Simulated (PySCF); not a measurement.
GeH2I2, SMILES [I][GeH2][I].

Coordinates come from a B3LYP-D3(BJ)/def2-SVP optimisation. The def2 effective core potentials stand for the cores of I; spin–orbit coupling is left out.

Computed with CAM-B3LYP/def2-TZVPD in PySCF.

The molecule is in vacuum.

```json
{
  "total_energy": "-2673.82192 hartree",
  "point_group": "C2v",
  "highest_occupied_level": "-8.89 eV",
  "lowest_empty_level": "-1.23 eV",
  "orbital_gap": "7.66 eV",
  "dipole_moment": "1.36 D",
  "quadrupole, principal values (traceless, Buckingham form, about the centre of nuclear charge)": "-2.37, -1.23, 3.60 D·Å",
  "mean_static_polarisability": "105.5 bohr³ (15.63 Å³)",
  "polarisability_principal_values": "82.5, 95.6, 138.4 bohr³"
}
```
